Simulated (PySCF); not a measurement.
A species of formula C3H11NOSi3 has this rotational fingerprint, computed with PBE0/pcSseg-1 in PySCF (dipole) on a GFN2-xTB geometry, gas phase:

```
Rotational constants : A = 1994, B = 797.4, C = 724.3 MHz
Dipole components    : |μa| = 0.43 D, |μb| = 1.16 D, |μc| = 0.05 D
Inertial defect      : -189.50 u·Å²
κ                    : -0.88
```

**Question.** Which structure is it? (One computed conformer of each.)
A. `[CH3:1][SiH2:2][O:3][Si@H:4]1[CH:5]=[CH:6][SiH2:7][NH:8]1` with C1–Si2–O3–Si4 -4°, Si2–O3–Si4–C5 -53°
B. `[N:1]#[C:2][CH2:3][SiH2:4][CH2:5][SiH2:6][O:7][SiH3:8]` with C2–C3–Si4–C5 -177°, C3–Si4–C5–Si6 59°, Si4–C5–Si6–O7 176°
C. `[CH2:1]=[CH:2][C:3](=[O:4])[SiH2:5][N:6]([SiH3:7])[SiH3:8]` with C1–C2–C3–O4 178°, C2–C3–Si5–N6 -178°, C3–Si5–N6–Si7 174°
D. `[N:1]#[C:2][CH2:3][CH2:4][O:5][SiH:6]([SiH3:7])[SiH3:8]` with C2–C3–C4–O5 180°, C3–C4–O5–Si6 173°, C4–O5–Si6–Si7 -53°
E. `[NH2:1][CH2:2][C@@H:3]1[SiH2:4][SiH2:5][SiH2:6][C:7]1=[O:8]` with H–N1–C2–C3 -151° and 89°, N1–C2–C3–Si4 30°, C2–C3–Si4–Si5 -87°, C3–Si4–Si5–Si6 -9°, Si4–Si5–Si6–C7 -12°, Si5–Si6–C7–O8 -126°
F. `[CH3:1][CH2:2][O:3][Si@H:4]([C:5]#[N:6])[SiH2:7][SiH3:8]` with C1–C2–O3–Si4 -171°, C2–O3–Si4–C5 -56°, O3–Si4–Si7–Si8 30°

**Answer.** A. It is C[SiH2]O[Si@H]1C=C[SiH2]N1, an asymmetric top, point group C1. The candidates at the same level (rigid rotor, commonest isotopes):

| SMILES | A (MHz) | B (MHz) | C (MHz) | μa (D) | μb (D) | μc (D) | Δ (u·Å²) | point group | rotor |
| --- | --- | --- | --- | --- | --- | --- | --- | --- | --- |
| C[SiH2]O[Si@H]1C=C[SiH2]N1 | 1994 | 797.4 | 724.3 | 0.43 | 1.16 | 0.05 | -189.50 | C1 | asymmetric top |
| N#CC[SiH2]C[SiH2]O[SiH3] | 4588 | 347.6 | 333.8 | 4.74 | 0.84 | 1.11 | -50.08 | C1 | near-prolate asymmetric top |
| CCO[Si@H](C#N)[SiH2][SiH3] | 1094 | 803.7 | 561.9 | 0.53 | 2.91 | 2.03 | -191.26 | C1 | asymmetric top |
| N#CCCO[SiH]([SiH3])[SiH3] | 1668 | 513.7 | 411.5 | 3.19 | 0.74 | 0.08 | -58.75 | C1 | asymmetric top |
| NC[C@@H]1[SiH2][SiH2][SiH2]C1=O | 1300 | 1228 | 968.9 | 2.66 | 0.12 | 3.16 | -278.52 | C1 | asymmetric top |
| C=CC(=O)[SiH2]N([SiH3])[SiH3] | 2183 | 747.4 | 568.9 | 2.76 | 2.40 | 0.01 | -19.34 | near Cs | asymmetric top |

`C=CC(=O)[SiH2]N([SiH3])[SiH3]` has C 21 % too low; `NC[C@@H]1[SiH2][SiH2][SiH2]C1=O` has B 54 % too high; `CCO[Si@H](C#N)[SiH2][SiH3]` has A 45 % too low; `N#CCCO[SiH]([SiH3])[SiH3]` has C 43 % too low; `N#CC[SiH2]C[SiH2]O[SiH3]` has A 130 % too high. No structure here is proved a minimum.
